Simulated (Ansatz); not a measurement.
# What each rung costs, and what it gives

Saddle point of BNH7OF, closed shell (BH₂F ([BH2][F]) + H₂O + NH₃ → BNH₄ ([BH2][NH2]) + H₂O + HF; bonds formed: F2–H7, H5–O8; dative contacts that become bonds: B1–N6; bonds broken: B1–F2, H5–N6, H7–O8), PBE0-D4/def2-TZVP structure:

```json
{"atom": "B1", "x (Å)": "-0.7129", "y (Å)": "-0.8073", "z (Å)": "-0.6843"}
{"atom": "F2", "x (Å)": "-0.5332", "y (Å)": "0.9059", "z (Å)": "-1.2103"}
{"atom": "H3", "x (Å)": "-0.1605", "y (Å)": "-1.3218", "z (Å)": "-1.6157"}
{"atom": "H4", "x (Å)": "-1.9088", "y (Å)": "-0.8250", "z (Å)": "-0.6221"}
{"atom": "H5", "x (Å)": "0.6337", "y (Å)": "0.6492", "z (Å)": "0.8544"}
{"atom": "N6", "x (Å)": "0.0140", "y (Å)": "-0.8785", "z (Å)": "0.6128"}
{"atom": "H7", "x (Å)": "0.0300", "y (Å)": "1.3858", "z (Å)": "-0.4924"}
{"atom": "O8", "x (Å)": "0.7385", "y (Å)": "1.6409", "z (Å)": "0.6328"}
{"atom": "H9", "x (Å)": "0.7971", "y (Å)": "-1.5162", "z (Å)": "0.6224"}
{"atom": "H10", "x (Å)": "-0.5679", "y (Å)": "-1.0569", "z (Å)": "1.4191"}
{"atom": "H11", "x (Å)": "1.6699", "y (Å)": "1.8238", "z (Å)": "0.4831"}
```

Barriers are electronic and count from the start structure reached by relaxing down the imaginary mode.

Ansatz 0.2.0; basis: as named in each row; cores frozen in the correlated methods. B3LYP uses VWN-RPA correlation. Extrapolation: Hartree–Fock as exp(−7.88 √X), correlation as X^−2.97.

Times are rough, for one single point on 4 threads of a shared host (AMD EPYC 9R45).

The estimate by CCSD(T) at an estimated basis limit (MP2 extrapolated from triple and quadruple zeta, plus CCSD(T) − MP2 in triple zeta) is 121.7 kJ/mol.

```csv
method,basis,time (s),barrier (kJ/mol),method less estimate
HF,STO-3G,under 1,70.4,-51.3
PBE-D4,STO-3G,under 1,-36.4,-158.1
SPW92,def2-SVP,under 1,80.4,-41.2
B3LYP-D4,6-31G,under 1,110.4,-11.2
PBE-D4,def2-SVP,under 1,96.9,-24.8
PBE0-D4,def2-SVP,under 1,109.4,-12.3
SPW92,def2-TZVPP,under 1,83.8,-37.9
PBE-D4,def2-TZVPP,under 1,100.3,-21.4
BLYP-D4,def2-TZVPP,under 1,104.6,-17.1
wB97M-V,def2-SVP,under 1,111.7,-10.0
PBE0-D4,def2-TZVPP,under 1,112.3,-9.4
B3LYP-D4,def2-TZVPP,under 1,113.6,-8.1
BHLYP-D4,def2-TZVPP,under 1,127.3,5.6
r2SCAN-D4,def2-TZVPP,under 1,109.6,-12.1
CAM-B3LYP-D4,def2-TZVPP,1,114.9,-6.8
r2SCAN0-D4,def2-TZVPP,1,117.2,-4.5
CCSD(T),def2-SVP,1,126.2,4.5
PBE-QIDH,def2-TZVPP,1,119.6,-2.1
B2PLYP,def2-TZVPP,2,117.0,-4.7
RPA on PBE,def2-TZVPP,2,119.9,-1.8
wB97X-V,def2-TZVPP,2,118.3,-3.4
wB97M-V,def2-TZVPP,2,116.0,-5.7
B97M-V,def2-TZVPP,2,127.1,5.4
MP2,def2-QZVPP,6,117.6,-4.1
CCSD(T),def2-TZVPP,26,121.0,-0.7
```

All methods are single points on the PBE0-D4 structures; a negative value means that the method puts the saddle structure below the start.

No T1 diagnostic of these runs exceeds 0.012.

The step is the kind of exchange with an N–H group that builds nitride films in atomic layer and chemical vapour deposition.

Labels in which every atom is bracketed show which atoms are joined, not bond orders.
